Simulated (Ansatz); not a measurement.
`C[SiH2]SS` + `BS[SiH2]C` → `BS[SiH2][SiH2]C` + `CSS`  (formal exchange of groups at the Si–S bond)

Gas-phase electronic energies from Ansatz, PBE0-D4/def2-TZVP geometries. CCSD(T)/CBS is the MP2 limit (def2-TZVPP, def2-QZVPP) plus CCSD(T) − MP2 in def2-TZVPP, frozen cores. Each species was taken in one conformer, which may not be the lowest.

`C[SiH2]SS`:

Z-matrix (Å, degrees):
```
C
Si 1 1.861
H 1 1.092 2 110.7
H 1 1.093 2 110.1 3 120.1
H 1 1.092 2 110.3 3 -120.3
S 2 2.151 1 112.2 3 61.0
H 2 1.487 1 110.9 3 -177.5
H 2 1.489 1 111.6 3 -55.0
S 6 2.065 2 98.3 1 60.8
H 9 1.346 6 98.1 2 88.4
```

`BS[SiH2]C`:

Z-matrix (Å, degrees):
```
Si
S 1 2.163
C 1 1.863 2 108.1
H 1 1.485 2 108.5 3 120.8
H 1 1.485 2 108.5 3 -120.8
B 2 1.773 1 100.0 3 179.6
H 3 1.092 1 110.8 2 -60.1
H 3 1.093 1 110.3 2 -180.0
H 3 1.092 1 110.9 2 60.2
H 6 1.195 2 121.3 1 0.0
H 6 1.193 2 117.1 1 -180.0
```

`BS[SiH2][SiH2]C`:

Z-matrix (Å, degrees):
```
Si
S 1 2.170
Si 1 2.339 2 109.0
H 1 1.489 2 105.3 3 119.4
H 1 1.486 2 108.9 3 -124.3
B 2 1.773 1 100.6 3 68.9
C 3 1.874 1 109.9 2 54.8
H 3 1.491 1 109.2 2 176.7
H 3 1.489 1 108.0 2 -66.1
H 6 1.193 2 116.8 1 -179.9
H 6 1.194 2 121.5 1 0.3
H 7 1.092 3 110.9 1 62.1
H 7 1.092 3 110.4 1 -57.8
H 7 1.092 3 110.7 1 -177.8
```

`CSS`:

Z-matrix (Å, degrees):
```
C
S 1 1.802
H 1 1.089 2 110.8
H 1 1.090 2 111.1 3 123.0
H 1 1.093 2 106.0 3 -118.4
S 2 2.037 1 103.0 3 -56.7
H 6 1.349 2 99.3 1 -87.6
```

```
          species  CCSD(T)/CBS(def2) energy (Eh)
      `C[SiH2]SS`                    -1126.32699
      `BS[SiH2]C`                     -753.95937
`BS[SiH2][SiH2]C`                    -1044.23856
            `CSS`                     -836.00794
```

Problem. Work out ΔE.

Solution. ΔE = (-1044.23856) + (-836.00794) − (-1126.32699) − (-753.95937) = 0.03986 Eh = +104.7 kJ/mol.

Largest T1 diagnostic among the species: 0.014.

From PBE to PBE0 (25 % exact exchange), in def2-TZVPP and without D4, ΔE moves by +6.0 kJ/mol.
